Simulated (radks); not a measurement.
Results of a calculation; reference values are marked as such.
Problem. Valence configurations of the manganese ion Mn+ (all share [Ar]). Level of theory: scalar-relativistic Kohn-Sham, PBEsol, spin-unpolarised, spherical densities, point nucleus (a radial shooting solver on a logarithmic mesh with Libxc functionals). Order these by energy: 3d4.5 4s1.5; 3d5 4s0.5 4p0.5; 3d4 4s2; 3d4 4s1.5 4p0.5; 3d3.5 4s1.5 4p1; 3d5 4p1; 3d4 4s1 4p1; 3d5 4s1; 3d4.5 4s1 4p0.5; 3d3 4s1 4p2.

Solution. From the lowest, in eV above it: 3d5 4s1 0.000; 3d4.5 4s1.5 1.939; 3d5 4s0.5 4p0.5 2.371; 3d4.5 4s1 4p0.5 4.440; 3d5 4p1 4.759; 3d4 4s2 4.780; 3d4 4s1.5 4p0.5 7.416; 3d4 4s1 4p1 10.075; 3d3.5 4s1.5 4p1 14.213; 3d3 4s1 4p2 25.425. NIST lists [Ar] 3d5 4s1 as the ground configuration; this level of theory agrees among the configurations tried. The energies are those of spherical spin-averaged densities, not of single terms.
